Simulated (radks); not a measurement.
Question: Coherent X-ray form factor from a spherical all-electron density. Calculated with a radial shooting solver on a logarithmic mesh with Libxc functionals: scalar-relativistic Kohn-Sham, PBE, spin-unpolarised, spherical densities, point nucleus.

sin(theta)/lambda (1/angstrom),f0 (electrons)
0.05,60.490
0.1,59.024
0.15,56.782
0.2,54.008
0.25,50.956
0.3,47.845
0.4,42.007
0.5,37.035
0.6,32.890
0.8,26.410
1,21.783
1.25,18.032
1.5,15.645
2,12.103

The species is in the configuration that NIST lists as its ground one. Which atom or ion scatters so?

Answer: The dysprosium ion Dy5+, [Kr] 4d10 4f8 5s2 5p5. Extrapolating in s^2 from the first two rows gives f0(0) = 61.0, near the electron count 61; among species with that count, the fall with angle is slower the higher Z, and the table is that of Z = 66; from so few rows the species is fixed only to a neighbour or two.
